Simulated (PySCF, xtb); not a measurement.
Si(Me)3(NMe2) (C₅H₁₅NSi), SMILES C[Si](N(C)C)(C)C. Other conformers were not sampled.

Harmonic wavenumbers (cm⁻¹) from GFN2-xTB (xtb) at its own minimum, in rising order: 41, 101, 108, 122, 132, 165, 166, 185, 200, 209, 211, 286, 320, 382, 598, 702, 722, 742, 776, 782, 794, 849, 857, 874, 1032, 1055, 1090, 1128, 1202, 1294, 1372, 1374, 1379, 1415, 1425, 1479, 1487, 1489, 1489, 1493, 1499, 1501, 1504, 1505, 1513, 2881, 2882, 2942, 2946, 3030, 3032, 3042, 3044, 3045, 3049, 3052, 3052, 3055, 3057, 3057.

What does PBE0-D3(BJ)/def2-SVP (PySCF) give at its own minimum? (An estimate is asked for; the answer gives what the named calculation found.)

21, 95, 141, 162, 172, 190, 190, 210, 220, 228, 239, 308, 335, 369, 585, 667, 678, 682, 687, 751, 767, 851, 853, 869, 1032, 1091, 1115, 1167, 1256, 1258, 1266, 1272, 1317, 1420, 1424, 1424, 1429, 1433, 1437, 1442, 1452, 1456, 1464, 1482, 1504, 2964, 2970, 3034, 3042, 3047, 3054, 3055, 3143, 3143, 3149, 3150, 3154, 3155, 3163, 3163. Paired by order, the mean absolute difference is 46 cm⁻¹ and the zero-point energies are 120.4 and 121.2 kcal/mol.
